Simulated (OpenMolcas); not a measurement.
A run on Ru2+ among 6 point charges of -1 e arranged as an octahedron (Oh), 2.07 Å from the ion.
```
   2.0700    0.0000    0.0000  -1.00
   0.0000    2.0700    0.0000  -1.00
  -2.0700    0.0000    0.0000  -1.00
   0.0000   -2.0700    0.0000  -1.00
   0.0000    0.0000    2.0700  -1.00
   0.0000    0.0000   -2.0700  -1.00
```

```
Program             : OpenMolcas
Method              : CASSCF
Basis               : ANO-RCC-VDZP [6s5p3d1f]
Scalar Hamiltonian  : DKH2, point nucleus
Active space        : 6 electrons in 5 orbitals (4d)
State averaging     : 2S+1 = 5 even, 5 roots; 2S+1 = 3 even, 45 roots; 2S+1 = 1 even, 50 roots
Spin-orbit coupling : RASSI with atomic mean-field integrals over the reference wave functions
```

43 basis functions. Blocks (2S+1, parity, CSFs, roots kept): 5, even, 5, 5; 3, even, 45, 45; 1, even, 50, 50.

How long do the RASSCF and RASSI steps take on 1 thread of Intel(R) Xeon(R) Platinum 8375C CPU @ 2.90GHz (Ice Lake), on a shared host?

About 32 s of wall time, without the integral step.
